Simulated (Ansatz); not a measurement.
```yaml
crystal:
  periodic: [false, false, false]
  atoms:
    - {symbol: N, position_ang: [-1.012551, 0.603153, -0.116626]}
    - {symbol: Si, position_ang: [0.561993, -0.036850, -0.145366]}
    - {symbol: O, position_ang: [0.849357, -1.061971, 0.996990]}
    - {symbol: F, position_ang: [0.703211, -0.655561, -1.631814]}
    - {symbol: H, position_ang: [-1.497021, 0.925083, -0.977890]}
    - {symbol: H, position_ang: [-1.405540, 1.024123, 0.704693]}
    - {symbol: H, position_ang: [1.655288, 0.932615, -0.068303]}
    - {symbol: H, position_ang: [0.170071, -1.728164, 1.220992]}
basis:
  gaussian: {orbitals: "6-31G*"}
magnetization: {spin_polarized: true, initial_magnetization: 3}
hamiltonian: {xc: {name: wB97X}}
accuracy: high
output: {forces: true}
```

```sh
$ ansatz run in.yaml --threads 2 --pin off --events-out ev --progress --plain --max-ram 22528MiB --backend cpu
```

It prints (some lines left out):

```
Error: a molecule whose nuclei and cores have a total charge of 42 cannot have a net charge of 0 together with 3 unpaired electrons
```

(1) Something in this input is off. What?

## Answers

(1) The number of unpaired electrons doesn't fit the electron count. The program refused the input.
